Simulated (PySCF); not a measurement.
Computed shifts of a molecule C5H8S, HF/pcSseg-1 (PySCF), GIAO, gas phase, equivalent atoms averaged, in ppm (number of nuclei): ¹³C: 87.8 (1), 80.7 (1), 23.7 (1), 21.0 (1), 5.5 (1). ¹H: 2.98 (2), 2.19 (3), 2.11 (3). References: ¹³C against TMS (σ = 192.6 ppm); ³³S against H2S (σ = 725.2 ppm); ¹H against TMS (σ = 31.99 ppm), references at their B3LYP-D3(BJ)/def2-TZVP geometries, non-relativistic. Geometry: B3LYP-D3(BJ)/def2-SVP. The values are those of a single conformer.

**Question.** Identify the compound among the candidates.
A. C=C1CC(S)C1
B. C=C=C(C)SC
C. CC1=CSCC1
D. CC#CCSC

**Answer.** D, CC#CCSC
